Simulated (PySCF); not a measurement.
F$_{4}$Sn, triplet, geometry from GFN2-xTB (such geometries of metal compounds can be far from the true shape) (a higher spin typed on purpose: for a closed-shell molecule this is an excited state) (core potentials on Sn); R2SCAN/def2-SV(P) in PySCF.

Here is a job for PySCF.
```python
from pyscf import gto, scf, dft

mol = gto.M(
    atom='''
F    -1.155112   -1.801145   -0.884301
Sn   -0.000000   -0.000000    0.000000
F    -1.382818    1.856370    0.045818
F     0.685793   -0.504810    2.152963
F     1.852137    0.449585   -1.314480
''',
    basis='def2-sv(p)',
    ecp={'Sn': 'def2-sv(p)'},
    charge=0,
    spin=2,
    verbose=4,
)

mf = dft.UKS(mol)
mf.xc = 'r2scan'
mf.kernel()
```

Output, abridged:

```
PySCF version 2.14.0

[INPUT] verbose = 4
[INPUT] num. atoms = 5
[INPUT] num. electrons = 58
[INPUT] charge = 0
[INPUT] spin (= nelec alpha-beta = 2S) = 2
[INPUT] symmetry False subgroup None
[INPUT] Mole.unit = angstrom
[INPUT] Symbol           X                Y                Z      unit          X                Y                Z       unit  Magmom
[...]
nuclear repulsion = 249.043384207045
number of shells = 34
number of NR pGTOs = 157
number of NR cGTOs = 82
basis = def2-sv(p)
ecp = {'Sn': 'def2-sv(p)'}

******** <class 'pyscf.dft.uks.UKS'> ********
method = UKS
initial guess = minao
damping factor = 0
level_shift factor = 0
DIIS = <class 'pyscf.scf.diis.CDIIS'>
diis_start_cycle = 1
diis_space = 8
diis_damp = 0
SCF conv_tol = 1e-09
SCF conv_tol_grad = None
SCF max_cycles = 50
direct_scf = True
direct_scf_tol = 1e-13
number electrons alpha = 30  beta = 28
XC library pyscf.dft.libxc version 7.1.2
    S. Lehtola, C. Steigemann, M. J. T. Oliveira, and M. A. L. Marques,  SoftwareX 7, 1–5 (2018)
XC functionals = r2scan
    J. W. Furness, A. D. Kaplan, J. Ning, J. P. Perdew, and J. Sun,  J. Phys. Chem. Lett. 11, 8208–8215 (2020)
    J. W. Furness, A. D. Kaplan, J. Ning, J. P. Perdew, and J. Sun,  J. Phys. Chem. Lett. 11, 9248–9248 (2020)
    J. W. Furness, A. D. Kaplan, J. Ning, J. P. Perdew, and J. Sun,  J. Phys. Chem. Lett. 11, 8208–8215 (2020)
    J. W. Furness, A. D. Kaplan, J. Ning, J. P. Perdew, and J. Sun,  J. Phys. Chem. Lett. 11, 9248–9248 (2020)
radial grids:
    Treutler-Ahlrichs [JCP 102, 346 (1995); DOI:10.1063/1.469408] (M4) radial grids

becke partition: Becke, JCP 88, 2547 (1988); DOI:10.1063/1.454033
pruning grids: <function nwchem_prune>
grids dens level: 3
symmetrized grids: False
atomic radii adjust function: <function treutler_atomic_radii_adjust>
small_rho_cutoff = 0
Set gradient conv threshold to 3.16228e-05
tot grids = 79008
init E= -590.246088639184

cycle= 1 E= -611.879752874061  delta_E= -21.6  |g|= 1.77  |ddm|= 5.01

cycle= 2 E= -609.618521614897  delta_E= 2.26  |g|= 2.72  |ddm|= 4.49

cycle= 3 E= -613.030871736222  delta_E= -3.41  |g|=  0.5  |ddm|= 2.63
cycle= 4 E= -612.344669400041  delta_E= 0.686  |g|= 1.21  |ddm|= 1.24
cycle= 5 E= -612.603970539978  delta_E= -0.259  |g|= 0.964  |ddm|= 1.21

cycle= 6 E= -613.022844277825  delta_E= -0.419  |g|= 0.459  |ddm|= 1.11

cycle= 7 E= -612.910435761972  delta_E= 0.112  |g|= 0.616  |ddm|= 0.775

cycle= 8 E= -612.945673011542  delta_E= -0.0352  |g|= 0.557  |ddm|= 0.909

[...]

cycle= 20 E= -612.926433034305  delta_E= -0.268  |g|= 0.575  |ddm|= 0.379

cycle= 21 E= -613.11217238212  delta_E= -0.186  |g|= 0.184  |ddm|= 0.548

cycle= 22 E= -613.096961532744  delta_E= 0.0152  |g|= 0.248  |ddm|= 0.502

cycle= 23 E= -613.122598245207  delta_E= -0.0256  |g|= 0.127  |ddm|=  0.4

cycle= 24 E= -613.130833524471  delta_E= -0.00824  |g|= 0.04  |ddm|= 0.175

cycle= 25 E= -613.110978122019  delta_E= 0.0199  |g|= 0.19  |ddm|= 0.225

cycle= 26 E= -613.1124527986  delta_E= -0.00147  |g|= 0.183  |ddm|= 0.0245

cycle= 27 E= -613.112626691332  delta_E= -0.000174  |g|= 0.183  |ddm|= 0.0926

cycle= 28 E= -613.111663773947  delta_E= 0.000963  |g|= 0.187  |ddm|= 0.131

cycle= 29 E= -613.114333872684  delta_E= -0.00267  |g|= 0.173  |ddm|= 0.0529

cycle= 30 E= -613.116516560711  delta_E= -0.00218  |g|= 0.162  |ddm|= 0.0378

cycle= 31 E= -613.114538622914  delta_E= 0.00198  |g|= 0.173  |ddm|= 0.0863

cycle= 32 E= -613.120906033761  delta_E= -0.00637  |g|= 0.138  |ddm|= 0.109

cycle= 33 E= -613.114025440613  delta_E= 0.00688  |g|= 0.179  |ddm|= 0.274

cycle= 34 E= -613.120689640758  delta_E= -0.00666  |g|= 0.14  |ddm|= 0.119

cycle= 35 E= -613.117941211643  delta_E= 0.00275  |g|= 0.158  |ddm|= 0.0419

cycle= 36 E= -613.126738634799  delta_E= -0.0088  |g|= 0.0923  |ddm|= 0.104

cycle= 37 E= -613.114574405385  delta_E= 0.0122  |g|= 0.172  |ddm|= 0.148

cycle= 38 E= -613.116871110627  delta_E= -0.0023  |g|= 0.161  |ddm|= 0.0429

cycle= 39 E= -613.120297063238  delta_E= -0.00343  |g|= 0.142  |ddm|= 0.0407

cycle= 40 E= -613.122603138143  delta_E= -0.00231  |g|= 0.126  |ddm|= 0.0623

cycle= 41 E= -613.111802278195  delta_E= 0.0108  |g|= 0.19  |ddm|= 0.136

cycle= 42 E= -613.112059193191  delta_E= -0.000257  |g|= 0.189  |ddm|= 0.0389

cycle= 43 E= -613.12694412481  delta_E= -0.0149  |g|= 0.0926  |ddm|= 0.301

cycle= 44 E= -613.107182094378  delta_E= 0.0198  |g|= 0.212  |ddm|= 0.334

cycle= 45 E= -613.121706973753  delta_E= -0.0145  |g|= 0.133  |ddm|= 0.125

cycle= 46 E= -613.123454247122  delta_E= -0.00175  |g|= 0.121  |ddm|= 0.0641

cycle= 47 E= -613.124981436264  delta_E= -0.00153  |g|= 0.108  |ddm|= 0.0497

cycle= 48 E= -613.123358544429  delta_E= 0.00162  |g|= 0.123  |ddm|= 0.166

cycle= 49 E= -613.131231361219  delta_E= -0.00787  |g|= 0.0272  |ddm|= 0.193

cycle= 50 E= -613.130438695158  delta_E= 0.000793  |g|= 0.0471  |ddm|= 0.0979
SCF not converged.
SCF energy = -613.130438695158 after 50 cycles  <S^2> = 2.012482  2S+1 = 3.0083098
```

Convergence was not reached.
